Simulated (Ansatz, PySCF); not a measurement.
S4, SMILES S=S(=S)=S. Atoms are numbered in the order given.

```xyz
4

S      0.0000     0.0001     0.0000
S      1.6456    -0.9502     0.0000
S      0.0000     1.9003     0.0001
S     -1.6456    -0.9502    -0.0001
```

The structure is a stationary point at ωB97X-D3(BJ)/def2-SVP.

Two levels are set side by side: PBE-D3(BJ)/def2-SVP (Ansatz, a quantum-chemistry and plane-wave program) and ωB97X-D3(BJ)/def2-SVP (PySCF). Each level has its own optimised geometry; the coordinates shown are those of the second. Frequencies come from the Hessian of PySCF at each geometry. Differences are taken from unrounded values.

```csv
quantity,ωB97X-D3(BJ)
mean bond length (Å),1.900
bond S1–S2 (Å),1.900
bond S1–S3 (Å),1.900
bond S1–S4 (Å),1.900
highest harmonic wavenumber (cm⁻¹),771
mean harmonic wavenumber (cm⁻¹),471
zero-point energy (kcal/mol),4.04
```

What does PBE-D3(BJ) give, and how far is it from ωB97X-D3(BJ)? (The exact figures need the calculation; the answer reports its results.)


```csv
quantity,PBE-D3(BJ),PBE-D3(BJ) minus ωB97X-D3(BJ)
mean bond length (Å),1.945,0.045
bond S1–S2 (Å),1.945,0.045
bond S1–S3 (Å),1.945,0.045
bond S1–S4 (Å),1.945,0.045
highest harmonic wavenumber (cm⁻¹),682,-89
mean harmonic wavenumber (cm⁻¹),420,-51
zero-point energy (kcal/mol),3.60,-0.44
```

GGA bonds tend to be longer and softer than those of functionals with exact exchange. Differences between two approximate levels are no errors against the true value.
